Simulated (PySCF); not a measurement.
## Telling isomers of C$_{7}$H$_{5}$ClFN apart by NMR

No relativistic terms, no solvent model, fast rotation and ring inversion assumed for equivalent nuclei, one conformer. Shielding tensors at PBE0/pcSseg-1 (GIAO); coordinates at the GFN2-xTB level; PySCF 2.14.

Shifts are taken against calculated references (same method and geometry level): 1H (σ = 31.72 ppm) and 13C (σ = 186.93 ppm) vs TMS. Splittings of carbon signals by F and P are missing where no couplings were computed. Where no couplings were computed, multiplicities follow the n + 1 count of equivalent neighbours, and m marks all less simple cases (inequivalent or close neighbours, rings, F or P nearby). Shifts are as computed. Against solution values, carbons near 30 ppm lie about +3 ppm off and those near 130 ppm about +5 ppm; carbons on Cl a further +6 ppm. Of 1211 compounds with measured shifts, 218 miss one by over three times the rms of a fit or turn the order of signals round; such compounds aren't used in these exercises. Carbons bonded to Cl come out too deshielded. OH and NH positions are gas-phase values without hydrogen bonding to other molecules.

(1) Tabulate the signals of `N#C/C(F)=C1/CC/C1=C\Cl`, `[H]/N=C\c1ccc(Cl)cc1F` and their relative energies.

(2) What is the quickest way to tell N#C/C(F)=C1/CC/C1=C\Cl from [H]/N=C\c1ccc(Cl)cc1F?

Answers

(1) 
```json
{"SMILES": "N#C/C(F)=C1/CC/C1=C\\Cl", "carbon types": "4×C 1×CH 2×CH2", "δC": "145.6, 141.0, 135.8, 135.5, 118.6, 27.3, 26.3", "δH": "7.22 (s, 1H), 2.99 (m, 2H), 2.86 (m, 2H)", "E rel. (kcal/mol)": "44.7"}
{"SMILES": "[H]/N=C\\c1ccc(Cl)cc1F", "carbon types": "3×C 4×CH", "δC": "171.6, 161.6, 150.5, 130.5, 130.1, 124.3, 123.8", "δH": "11.86 (br s, 1H), 8.89 (m, 1H), 7.74 (m, 1H), 7.48 (d, 1H), 7.47 (m, 1H)", "E rel. (kcal/mol)": "0.0"}
```

Energies are electronic energies at PBE0/pcSseg-1 on these geometries, without zero-point or thermal terms, each for the one conformer computed, which needn't be the lowest.

(2) Both give the same number of carbon signals, but DEPT or the intensities differ. The first has an allylic sp3 CH2 at 27.3 ppm, the second an aromatic carbon bearing fluorine (C) at 171.6 ppm. Their most deshielded carbons lie at 145.6 and 171.6 ppm. In the proton spectra the most deshielded non-exchanging signals are 7.22 (s, 1H) and 8.89 (m, 1H).
